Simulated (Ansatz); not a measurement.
Relaxation of ClF2HOTi (6 atoms, charge 0, multiplicity 1), to a largest force component of 0.02 eV/Å in at most 40 steps.

The calculation used RKS PBE0/def2-SVP (Ansatz).

```xyz
6
Properties=species:S:1:pos:R:3
Ti 0.000 0.000 0.000
O 0.000 0.000 1.920
H -0.909 -0.281 2.257
Cl 2.235 0.000 -0.789
F -0.862 1.493 -0.609
F -0.862 -1.493 -0.609
```

Question: Where does it end, and by what steps?

Answer: It converged. The force dipped under the threshold on the way, but the program's further checks kept it going. After 20 steps the energy has fallen by 1.027 eV; H3 moved furthest, 0.61 Å.

| step | energy less start (eV) | largest force component (eV/Å) | accepted |
| --- | --- | --- | --- |
| 0 | 0.0000 | 3.084 | yes |
| 1 | -0.8768 | 1.365 | yes |
| 2 | -0.9485 | 0.417 | yes |
| 3 | -0.9667 | 0.266 | yes |
| 4 | -0.9927 | 0.578 | yes |
| 5 | -1.0084 | 0.934 | yes |
| 6 | -0.9552 | 2.124 | no |
| 7 | -1.0154 | 0.073 | yes |
| 8 | -1.0172 | 0.186 | yes |
| 9 | -1.0181 | 0.202 | yes |
| 10 | -1.0194 | 0.266 | yes |
| 11 | -1.0230 | 0.027 | yes |
| 12 | -0.9368 | 1.919 | no |
| 13 | -1.0236 | 0.105 | yes |
| 14 | -1.0266 | 0.043 | yes |
| 15 | -1.0267 | 0.012 | yes |
| 16 | -1.0242 | 0.364 | no |
| 17 | -1.0269 | 0.029 | yes |
| 18 | -1.0270 | 0.007 | yes |
| 19 | -1.0270 | 0.035 | yes |
| 20 | -1.0271 | 0.002 | yes |

```xyz
6
Properties=species:S:1:pos:R:3
Ti -0.096 0.040 -0.049
O -0.371 0.106 1.669
H -0.357 -0.432 2.466
Cl 2.056 -0.057 -0.450
F -0.790 1.447 -0.780
F -0.840 -1.386 -0.687
```

Time of the run: 120 s on 2 threads of Arm Neoverse N1, with other jobs on the host, peak memory 0.22 GiB.
